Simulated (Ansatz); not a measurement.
`CS[SiH2][GeH3]` → GeH₄ + `CS[SiH]` at 298.15 K and 1 bar (silylene formation by 1,1-elimination).

Computed with Ansatz on PBE0-D4/def2-TZVP structures; ΔE is electronic, products minus reactants. CCSD(T)/CBS is the MP2 limit (def2-TZVPP, def2-QZVPP) plus CCSD(T) − MP2 in def2-TZVPP, frozen cores. For Ge outer-core shells are correlated without core-valence functions, which leaves a few kJ/mol of doubt a bond. Scalar relativity is left out up to krypton. Each species was taken in one conformer, which may not be the lowest.

```tsv
species	CCSD(T)/CBS energy (Eh)	H − E (kJ/mol)	S (J/(mol·K))
`CS[SiH2][GeH3]`	-2805.84917	233.6	387.6
GeH₄	-2078.49493	88.5	217.3
`CS[SiH]`	-727.28803	137.5	296.3
```

H − E and S are ideal-gas, rigid-rotor, harmonic terms from PBE0-D4/def2-TZVP, for one conformer and one mirror image of each species. 1 Eh = 2625.50 kJ/mol, R = 8.31446 J/(mol·K).

By hand: ΔE, ΔH, ΔS and ΔG.

ΔE = (-2078.49493) + (-727.28803) − (-2805.84917) = 0.06621 Eh = 173.8 kJ/mol. Δ(H − E) = 88.5 + 137.5 − 233.6 = -7.6, so ΔH = 166.2 kJ/mol. ΔS = 217.3 + 296.3 − 387.6 = 126.0 J/(mol·K). ΔG = 166.2 − 298.15 × (126.0)/1000 = 128.6 kJ/mol.

By hand: the equilibrium constant, and the temperature at which ΔG would vanish if ΔH and ΔS stayed fixed.

log₁₀ K = −ΔG/(RT ln 10) = -22.5. ΔG = 0 at ΔH/ΔS = 1319 K.

The number of gas molecules changes by +1, which sets the sign of ΔS. A doubt of 5 kJ/mol in ΔE shifts log₁₀ K by 0.9 here. Other conformers and mirror images would add mixing entropy, several J/(mol·K) or more a flexible species. Modes under 60 cm⁻¹, often nearly free rotors, make the harmonic entropy too high. These are equilibria of isolated gas molecules and say nothing of rates. Largest T1 diagnostic: 0.016 (customary marks: 0.02 for closed shells, 0.045 for open ones).
